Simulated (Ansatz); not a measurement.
Isolated molecules relaxed with PBE0-D4/def2-TZVP in Ansatz; ΔE leaves out vibrations. CCSD(T)/CBS adds triple-zeta CCSD(T) − MP2 to the extrapolated MP2 energy (def2 sets, frozen cores). This one scheme is used for every species, atoms too. Functionals use def2-TZVPP. HSE06 is defined as in plane-wave codes. Open shells (•) are unrestricted, without spin–orbit coupling. Spin–orbit coupling would lower the free atoms: a little for B, Cl, F, Si. Each species was taken in one conformer, which may not be the lowest.

Reaction (atomization): `FB[SiH2]Cl` → B• + Cl• + F• + 3 H• + Si•

`FB[SiH2]Cl`:

```xyz
7

F    -0.186   -1.964   -0.908
B     0.374   -1.174   -0.016
Si   -0.152    0.786    0.119
Cl   -1.587    1.290   -1.269
H     1.203   -1.667    0.704
H    -0.689    1.078    1.474
H     1.037    1.651   -0.103
```

Task: What is ΔE at CCSD(T)/CBS? (Estimate.)

Result: Ansatz gave: +562.4 kcal/mol.

Task: What do these levels give: LDA (SPW92), revPBE, PBE0, HSE06, MP2/def2-SVP, MP2/def2-TZVPP? (Best estimate.)

Result: Computed: LDA (SPW92) 635.3, revPBE 546.3, PBE0 558.6, HSE06 559.1, MP2/def2-SVP 538.3, MP2/def2-TZVPP 559.7 kcal/mol.

Largest T1 diagnostic among the species: 0.014.

In def2-TZVPP, CCSD(T) changes the Hartree–Fock value by +111.6 kcal/mol (the triples alone add +7.1 kcal/mol) and MP2 by +123.6 kcal/mol; breaking electron pairs costs correlation energy, which Hartree–Fock lacks. From PBE to PBE0 (25 % exact exchange), in def2-TZVPP and without D4, ΔE moves by −6.6 kcal/mol: exact exchange takes away binding that semilocal exchange gives to molecules.

For atomizations the MP2-based limit and the directly extrapolated one differ by several kJ/mol either way, and by 10 to 25 for some Ge, Se and Sn compounds, so smaller differences from it don't rank the levels.
